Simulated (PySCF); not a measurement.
**`COC(=O)[C@H](C)B(F)F`, C4H7BF2O2**

Molfile (atoms numbered from 1):
```
C4H7BF2O2
     RDKit          3D

 16 15  0  0  0  0  0  0  0  0999 V2000
    2.6350   -0.7343   -0.1284 C   0  0  0  0  0  0  0  0  0  0  0  0
    1.2880   -0.4739   -0.5087 O   0  0  0  0  0  0  0  0  0  0  0  0
    0.5140    0.1081    0.4090 C   0  0  0  0  0  0  0  0  0  0  0  0
    0.8921    0.4403    1.4984 O   0  0  0  0  0  0  0  0  0  0  0  0
   -0.9131    0.2677   -0.1069 C   0  0  2  0  0  0  0  0  0  0  0  0
   -1.5678    1.5022    0.5224 C   0  0  0  0  0  0  0  0  0  0  0  0
   -1.6906   -1.0880    0.1944 B   0  0  0  0  0  0  0  0  0  0  0  0
   -2.7719   -1.1504    0.9359 F   0  0  0  0  0  0  0  0  0  0  0  0
   -1.2960   -2.2474   -0.2850 F   0  0  0  0  0  0  0  0  0  0  0  0
    2.6637   -1.2652    0.8246 H   0  0  0  0  0  0  0  0  0  0  0  0
    3.0605   -1.3440   -0.9209 H   0  0  0  0  0  0  0  0  0  0  0  0
    3.1861    0.2029   -0.0281 H   0  0  0  0  0  0  0  0  0  0  0  0
   -0.8314    0.3835   -1.1927 H   0  0  0  0  0  0  0  0  0  0  0  0
   -1.5088    1.4351    1.6050 H   0  0  0  0  0  0  0  0  0  0  0  0
   -1.0554    2.4069    0.2058 H   0  0  0  0  0  0  0  0  0  0  0  0
   -2.6121    1.5654    0.2314 H   0  0  0  0  0  0  0  0  0  0  0  0
  1  2  1  0
  2  3  1  0
  3  4  2  0
  3  5  1  0
  5  6  1  0
  5  7  1  0
  7  8  1  0
  7  9  1  0
  1 10  1  0
  1 11  1  0
  1 12  1  0
  5 13  1  6
  6 14  1  0
  6 15  1  0
  6 16  1  0
M  END
```

Theory: GIAO wB97X-D/def2-SVP magnetisability, rotational g tensor and spin-rotation constants, non-relativistic, gas phase in PySCF. Geometry: GFN2-xTB.

Q: Give the nuclear spin-rotation constants along the inertial axes (H = +C I·J) beside the isotropic shieldings.

A: Rotational constants 2.3805, 1.1343, 0.8818 GHz. A star marks the isotopologue with that one atom substituted, in its own axes.
| atom | isotope | Caa (kHz) | Cbb (kHz) | Ccc (kHz) | mean (kHz) | σ (ppm) |
| --- | --- | --- | --- | --- | --- | --- |
| B7 | 11B | 0.550 | 0.269 | 0.172 | 0.331 | 87.0 |
| F8 | 19F | 2.163 | 2.330 | 0.454 | 1.649 | 268.3 |
| F9 | 19F | 4.089 | 1.165 | 0.651 | 1.969 | 268.0 |
| H10 | 1H | -0.234 | -0.119 | 0.039 | -0.104 | 28.0 |
| H11 | 1H | -0.211 | -0.001 | -0.067 | -0.093 | 28.4 |
| H12 | 1H | -0.104 | -0.015 | -0.096 | -0.071 | 28.4 |
| H13 | 1H | -0.252 | -0.136 | 0.028 | -0.120 | 29.7 |
| H14 | 1H | -0.272 | -0.098 | 0.005 | -0.121 | 30.3 |
| H15 | 1H | -0.152 | -0.062 | -0.080 | -0.098 | 31.1 |
| H16 | 1H | -0.008 | -0.121 | -0.088 | -0.072 | 31.1 |
| C1 | 13C* | 0.336 | 0.217 | 0.165 | 0.239 | 145.3 |
| O2 | 17O* | -0.540 | -0.134 | -0.184 | -0.286 | 170.4 |
| C3 | 13C* | 1.034 | 0.376 | 0.259 | 0.556 | 27.7 |
| O4 | 17O* | -0.954 | -0.390 | -0.328 | -0.557 | -58.2 |
| C5 | 13C* | 0.331 | 0.172 | 0.122 | 0.208 | 167.1 |
| C6 | 13C* | 0.273 | 0.131 | 0.103 | 0.169 | 184.7 |

For the geometry as given, no vibrational averaging.
